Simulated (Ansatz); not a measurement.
One change: `CC[SiH2][SiH2]F` becomes `O[SiH2][SiH2]F`.

Ansatz, PBE0-D4/def2-TZVP geometries, multiplicity 1. Each molecule was computed in one conformer, which needn't be the lowest.

```
                             property  `CC[SiH2][SiH2]F`
    HOMO energy (PBE/def2-TZVPP) / eV              -6.79
  HOMO energy (B3LYP/def2-TZVPP) / eV              -7.79
HOMO energy (ωB97M-V/def2-TZVPP) / eV             -10.03
  HOMO–LUMO gap (PBE/def2-TZVPP) / eV               5.43
   HOMO energy (PBE0/def2-TZVPP) / eV              -7.97
LUMO energy (ωB97M-V/def2-TZVPP) / eV               1.26
```

(1) What does the change do to each property? (Estimate.)

## Answers

(1) Ansatz gave: 
```csv
property,`O[SiH2][SiH2]F`,shift
HOMO energy (PBE/def2-TZVPP) / eV,-6.96,-0.17
HOMO energy (B3LYP/def2-TZVPP) / eV,-8.00,-0.21
HOMO energy (ωB97M-V/def2-TZVPP) / eV,-10.25,-0.22
HOMO–LUMO gap (PBE/def2-TZVPP) / eV,5.08,-0.35
HOMO energy (PBE0/def2-TZVPP) / eV,-8.19,-0.22
LUMO energy (ωB97M-V/def2-TZVPP) / eV,0.71,-0.55
```

With PBE0 the HOMO falls by 0.22 eV and the LUMO falls by 0.52 eV, so the gap narrows by about 0.30 eV. PBE moves the HOMO by -0.17 eV and ωB97M-V by -0.22 eV.

B3LYP here is the variant with VWN-RPA as its local correlation; programs differ in this.
